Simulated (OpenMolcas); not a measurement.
**Mn IV: CASPT2 settings compared**

```yaml
Program: OpenMolcas
Basis: ANO-RCC-VTZP [6s5p3d2f1g]
Scalar_Hamiltonian: DKH2, point nucleus
Active_space: 4 electrons in 5 orbitals (3d)
State_averaging: 2S+1 = 5 even, 5 roots; 2S+1 = 3 even, 45 roots kept (CI in the orbitals of an earlier block); 2S+1 = 1 even, 44 roots kept (CI in the orbitals of an earlier block)
Spin-orbit_coupling: state interaction with AMFI integrals over the reference wave functions, term energies averaged over their components
```

Methods on the same reference wave functions:
A. CASSCF
B. SS-CASPT2, IPEA 0.5 Eh, sigma1 regulariser 0.25 Eh (closed shells correlated: none)
C. SS-CASPT2, IPEA 0 Eh, real shift 0.4 Eh (closed shells correlated: none)
D. MS-CASPT2, IPEA 0 Eh, real shift 0.4 Eh (closed shells correlated: none)
E. MS-CASPT2, IPEA 0.5 Eh, sigma1 regulariser 0.25 Eh (closed shells correlated: none)
F. XMS-CASPT2, IPEA 0.5 Eh, real shift 0.25 Eh (closed shells correlated: 3s 3p)

Energies in cm-1 above 3d4 5D0, the measured ground level; measured values from Corliss and Sugar, J. Phys. Chem. Ref. Data 6, 1253 (1977).

```json
{"Level": "3d4 5D0", "A": "0.0", "B": "0.0", "C": "0.0", "D": "0.0", "E": "0.0", "F": "0.0", "Measured": "0.0"}
{"Level": "3d4 5D1", "A": "101", "B": "102", "C": "102", "D": "102", "E": "102", "F": "102", "Measured": "99.0"}
{"Level": "3d4 5D2", "A": "299", "B": "302", "C": "302", "D": "302", "E": "302", "F": "301", "Measured": "287"}
{"Level": "3d4 5D3", "A": "586", "B": "590", "C": "590", "D": "590", "E": "590", "F": "589", "Measured": "552"}
{"Level": "3d4 5D4", "A": "954", "B": "957", "C": "957", "D": "957", "E": "957", "F": "956", "Measured": "886"}
{"Level": "3d4 3H4", "A": "23723", "B": "23070", "C": "22980", "D": "22980", "E": "23060", "F": "23160", "Measured": "21281"}
{"Level": "3d4 3H5", "A": "23937", "B": "23280", "C": "23200", "D": "23200", "E": "23280", "F": "23380", "Measured": "21475"}
{"Level": "3d4 3H6", "A": "24176", "B": "23530", "C": "23450", "D": "23450", "E": "23530", "F": "23630", "Measured": "21679"}
{"Level": "3d4 3P0(1)", "A": "25585", "B": "22140", "C": "21900", "D": "21890", "E": "22120", "F": "22680", "Measured": "20654"}
{"Level": "3d4 3P1(1)", "A": "26191", "B": "22750", "C": "22510", "D": "22500", "E": "22730", "F": "23300", "Measured": "21279"}
{"Level": "3d4 3P2(1)", "A": "27283", "B": "23840", "C": "23600", "D": "23600", "E": "23830", "F": "24400", "Measured": "22325"}
{"Level": "3d4 3F2(1)", "A": "27335", "B": "24930", "C": "24730", "D": "24700", "E": "24900", "F": "24890", "Measured": "22791"}
{"Level": "3d4 3F3(1)", "A": "27404", "B": "25020", "C": "24820", "D": "24800", "E": "24990", "F": "24970", "Measured": "22862"}
{"Level": "3d4 3F4(1)", "A": "27519", "B": "25130", "C": "24940", "D": "24930", "E": "25120", "F": "25080", "Measured": "22959"}
{"Level": "3d4 3G3", "A": "29968", "B": "28220", "C": "28100", "D": "28110", "E": "28220", "F": "27830", "Measured": "25440"}
{"Level": "3d4 3G4", "A": "30226", "B": "28480", "C": "28360", "D": "28370", "E": "28480", "F": "28090", "Measured": "25671"}
{"Level": "3d4 3G5", "A": "30442", "B": "28720", "C": "28600", "D": "28600", "E": "28720", "F": "28320", "Measured": "25878"}
{"Level": "3d4 1I6", "A": "35729", "B": "34770", "C": "34880", "D": "34880", "E": "34770", "F": "34000", "Measured": ""}
{"Level": "3d4 1G4(1)", "A": "37718", "B": "35000", "C": "34920", "D": "34900", "E": "34970", "F": "33960", "Measured": ""}
{"Level": "3d4 3D3", "A": "38760", "B": "35630", "C": "35370", "D": "35370", "E": "35630", "F": "34150", "Measured": "31385"}
{"Level": "3d4 3D2", "A": "38847", "B": "35710", "C": "35450", "D": "35450", "E": "35710", "F": "34230", "Measured": "31474"}
{"Level": "3d4 3D1", "A": "38936", "B": "35810", "C": "35550", "D": "35550", "E": "35810", "F": "34320", "Measured": "31581"}
{"Level": "3d4 1S0", "A": "43862", "B": "39190", "C": "38870", "D": "38870", "E": "39200", "F": "36790", "Measured": ""}
{"Level": "3d4 1D2", "A": "46929", "B": "42210", "C": "42170", "D": "42170", "E": "42210", "F": "41910", "Measured": ""}
```

Deviations, from unrounded energies. A percentage is the sum of absolute deviations over the sum of measured energies, with the sign that they share, or ± where signs differ.

```json
{"Against measurement": "mean absolute deviation (cm-1)", "Levels": "19", "A": "3800", "B": "2000", "C": "1800", "D": "1800", "E": "2000", "F": "1800"}
{"Against measurement": "fine structure of the ground term (%)", "Levels": "4", "A": "+6.4", "B": "+6.9", "C": "+7.0", "D": "+7.0", "E": "+7.0", "F": "+6.8"}
{"Against measurement": "other terms of the ground configuration (%)", "Levels": "15", "A": "+19.4", "B": "+10.2", "C": "+9.4", "D": "+9.4", "E": "+10.2", "F": "+9.1"}
```

C, D, F lie about equally close to measurement and A furthest from it. The largest miss of F in the table is 3d4 3D2, by +2800 cm-1. The ranking rests on the paired levels alone, and a cruder setting can come out closer through cancelling errors.

Among B to F the level of the table that moves most is 3d4 1S0, by 2400 cm-1 (lowest in F, highest in E). Moves below CASPT2's spread within the term are not significant.

The mean deviations of B to F differ by less than CASPT2's widest spread within a term (2700 cm-1), so their order carries little weight.

From A to B the spin-free energies of the other terms of 3d4 shown, above 5D, scale by factors of 0.87 to 0.97.

The lowest spin-free term lies below A's lowest term by 0.043 hartree in B, 0.046 hartree in C, 0.046 hartree in D, 0.043 hartree in E, 0.367 hartree in F.

CASPT2 does not keep the components of a term degenerate, so their means are used; among the terms shown or strongly mixed into the levels shown the widest spread is 2700 cm-1 (3d4 1G(1), F). Terms from blocks run as CI alone lack orbitals of their own. The CASPT2 spread within a term exceeds the gap to the next term for 3d4 1I and 3d4 1G(1), so the order of their levels is uncertain (figures for B; the like holds for C, D, E, F). Without dynamic correlation excited terms often stand tens of per cent too high (terms of higher spin than the ground term too low), and those without a measured partner can miss by more than the paired ones (holds for A). Computed and measured levels are paired by configuration, term and J; levels that our copy of the source lacks, or whose pairing is in doubt (as where it misses far off the trend of its configuration), stay unpaired and out of the deviations. Levels of configurations outside the active space are missing. The table leaves out levels that lie high or whose names do not pair safely across all columns.

A number in round brackets counts repeated terms of one configuration in the order of the reference energies.
